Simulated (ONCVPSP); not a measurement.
C (Z = 6): variants of one ONCV potential

Base potential:

```json
{
  "Element": "carbon (C)",
  "Generator": "ONCVPSP 4.0.1",
  "Type": "optimised norm-conserving Vanderbilt (ONCV)",
  "Functional": "PBEsol",
  "Relativity": "scalar-relativistic",
  "Frozen core": "[He]",
  "Valence charge": "4",
  "Reference configuration": "2s1.75 2p2.25",
  "Partial waves": "2s: rc 1.15 bohr, ncon 5, nbas 8, qcut 5.7 1/bohr, 2 projectors, debl 0.5 Ha; 2p: rc 2.55 bohr, ncon 4, nbas 8, qcut 5.5 1/bohr, 2 projectors, debl 2.1 Ha; d scattering state at 0.33 Ha: rc 2.70 bohr, ncon 4, nbas 8, qcut 4 1/bohr, 1 projector",
  "Local potential": "polynomial inside 1.00 bohr (lpopt 5, dvloc0 3 Ha)",
  "Core correction": "polynomial model core, fcfact 0.65"
}
```

In the s channel the program set the typed energies aside and used -0.506, 0.250 Ha.

All-electron outer shells of the reference configuration (PBEsol, scalar-relativistic, ld1.x):

```csv
shell,level (eV),outermost node (bohr),outermost maximum (bohr)
1s,-272.29,–,0.18
2s,-13.77,0.38,1.22
2p,-5.35,–,1.20
```

Cutoffs, loose and tight: the cutoffs (Ha) at which the residual kinetic energy of the hardest occupied pseudo-wave falls to 1 and 0.1 mHa per electron. They do not see the model core or the augmentation charge, which bear on the density cutoff. Test errors are all-electron minus pseudo excitation energies from the reference, over the configurations 2s2 2p2; 2s2 2p1; 2s2 2p0; 2s1 2p2. A dash means not determined; rows that change the core or the reference have their own tests.

| change | outcome | cutoff, loose | cutoff, tight | bound ghosts | GHOST(+) flags above zero | largest test error (meV) |
| --- | --- | --- | --- | --- | --- | --- |
| base | generated, projector energies reset by the program | 23 Ha | 93 Ha | none | s | +718 |
| local potential polynomial inside 1.00 bohr (lpopt 5, dvloc0 9 Ha) | generated, projector energies reset by the program | 23 Ha | 93 Ha | none | s | +718 |
| core correction polynomial model core, fcfact 0.14 | generated, projector energies reset by the program | 23 Ha | 93 Ha | none | s | +721 |
| p: nproj 3 | generated, projector energies reset by the program | 23 Ha | 93 Ha | none | s | +718 |

(1) What comes out with this change to the base: all radii but the core radius scaled by about 1.15 (s 1.32, p 2.94, d 3.10 bohr); local potential polynomial inside 1.16 bohr (lpopt 5, dvloc0 3 Ha)?

Answers

(1) outcome: generated, projector energies reset by the program; cutoff, loose: 19 Ha; cutoff, tight: 77 Ha; bound ghosts: none; GHOST(+) flags above zero: s; largest test error (meV): +1018.
